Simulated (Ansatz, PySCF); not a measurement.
Br₂GaH. Atoms are numbered in the order given.

```xyz
4

Ga     0.0000     0.0000     0.8110
H      0.0000     0.0000     2.3615
Br     0.0000     1.9329    -0.3929
Br     0.0000    -1.9329    -0.3929
```

Coordinates come from a PBE0-D3(BJ)/def2-SVP optimisation.

Vertical ionisation energy (IE) and electron affinity (EA) in eV. Rows of orbital energies are one-electron estimates. Where ΔSCF, EOM or ADC give a negative EA the extra electron is unbound and the value depends on the basis.

| level | IE | EA |
|---|---|---|
| −ε(HOMO), −ε(LUMO), M06-2X/def2-TZVPD (PySCF) | 9.73 | 1.35 |
| −ε(HOMO), −ε(LUMO), PBE/def2-TZVPD (PySCF) | 7.27 | 2.66 |
| ΔSCF, PBE0/def2-SVPD (Ansatz), final states of multiplicity 2 and 2 | ? | ? |
| ΔSCF, PBE/def2-SVPD (Ansatz), final states of multiplicity 2 and 2 | 10.24 | 0.30 |

### Question
What belongs in the gaps? (An estimate is asked for; the answer gives what the named calculation found.)

### Answer

- ΔSCF, PBE0/def2-SVPD (Ansatz, a program for electronic structure), final states of multiplicity 2 and 2, IE: 10.62
- ΔSCF, PBE0/def2-SVPD (Ansatz), final states of multiplicity 2 and 2, EA: 0.33

### Question
What vertical singlet–triplet gap does ΔSCF give with PBE0/def2-SVPD (Ansatz) and with PBE/def2-SVPD (Ansatz)? (Estimate from the structure and the level; the computed values follow.)

### Answer
5.22 and 4.81 eV (triplet above singlet where positive).
